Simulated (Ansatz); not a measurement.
Cost and result up the ladder for 1-ethyl-3-methylimidazolium dicyanamide, `CCn1cc[n+](C)c1.N#C[N-]C#N` (24 atoms). The state is a singlet with charge 0. Geometry: PBE-D4/def2-SVP.

```xyz
24

C    -2.325   -0.941   -1.528
C    -1.064   -0.465   -2.244
N    -0.124    0.200   -1.330
C    -0.251    1.489   -0.832
C     0.723    1.654    0.123
N     1.428    0.462    0.184
C     2.520    0.167    1.110
C     0.883   -0.409   -0.684
H    -2.976   -1.480   -2.244
H    -2.899   -0.086   -1.118
H    -2.049   -1.614   -0.690
H    -0.518   -1.314   -2.700
H    -1.286    0.253   -3.060
H    -1.030    2.172   -1.181
H     0.925    2.470    0.825
H     2.341    0.753    2.034
H     3.496    0.433    0.657
H     2.493   -0.911    1.355
H     1.170   -1.457   -0.799
N    -0.532   -2.053    1.041
C    -0.616   -1.263    1.934
N    -0.749   -0.438    2.932
C    -0.081    0.678    3.044
N     0.522    1.698    3.169
```

Ansatz on 4 threads of Arm Neoverse V1 on a shared host. Times are rough, and most runs start from the orbitals of an earlier one. PBE0-D4/def2-TZVP serves as the yardstick here, not as an exact answer. Differences are given only for rows in sets of like size (and for xTB, whose basis is part of the method), since another set adds its own error. Binding counts from free atoms at the same level (C triplet, N quartet, H doublet; other spins of the atoms weren't run), without zero-point energy or a counterpoise term.

B3LYP takes the VWN-RPA correlation. Correlated methods freeze 13 core orbitals. The rows differ in basis, and correlated rows in double-zeta sets carry the largest basis error. In the singlet geometry the species has come apart into loosely held pieces.

Correlated methods converge slowly with the basis, most of all in double-zeta sets.

```json
{"level": "r2SCAN-D4/def2-TZVP", "functions": "469", "binding energy per atom (eV)": "4.54", "difference from PBE0-D4/def2-TZVP (eV)": "-0.05"}
{"level": "HF/def2-TZVP (with forces)", "functions": "469", "binding energy per atom (eV)": "3.04", "difference from PBE0-D4/def2-TZVP (eV)": "-1.55"}
{"level": "HF/6-31G", "functions": "139", "binding energy per atom (eV)": "2.73", "difference from PBE0-D4/def2-TZVP (eV)": "–"}
{"level": "BHLYP-D4/def2-TZVP", "functions": "469", "binding energy per atom (eV)": "4.34", "difference from PBE0-D4/def2-TZVP (eV)": "-0.25"}
{"level": "PBE0-D4/def2-SVP", "functions": "237", "binding energy per atom (eV)": "4.65", "difference from PBE0-D4/def2-TZVP (eV)": "–"}
{"level": "PBE0-D4/def2-TZVP", "functions": "469", "binding energy per atom (eV)": "4.59", "difference from PBE0-D4/def2-TZVP (eV)": "0.00"}
{"level": "B3LYP-D4/6-31G", "functions": "139", "binding energy per atom (eV)": "4.37", "difference from PBE0-D4/def2-TZVP (eV)": "–"}
{"level": "HF/STO-3G", "functions": "76", "binding energy per atom (eV)": "3.26", "difference from PBE0-D4/def2-TZVP (eV)": "–"}
{"level": "PBE-D4/def2-TZVP (with forces)", "functions": "469", "binding energy per atom (eV)": "4.74", "difference from PBE0-D4/def2-TZVP (eV)": "0.15"}
{"level": "MP2/def2-SVP", "functions": "237", "binding energy per atom (eV)": "4.41", "difference from PBE0-D4/def2-TZVP (eV)": "–"}
{"level": "PBE-D4/def2-SVP", "functions": "237", "binding energy per atom (eV)": "4.81", "difference from PBE0-D4/def2-TZVP (eV)": "–"}
```

Estimate how long each takes.

HF/STO-3G 0.75 s; HF/6-31G 2.1 s; B3LYP-D4/6-31G 3.8 s; PBE-D4/def2-SVP 4.2 s; PBE0-D4/def2-SVP 7.5 s; MP2/def2-SVP 7.5 s; PBE-D4/def2-TZVP (with forces) 12 s; r2SCAN-D4/def2-TZVP 17 s; PBE0-D4/def2-TZVP 22 s; BHLYP-D4/def2-TZVP 23 s; HF/def2-TZVP (with forces) 32 s. On shared hardware such times vary by a factor of up to 3.
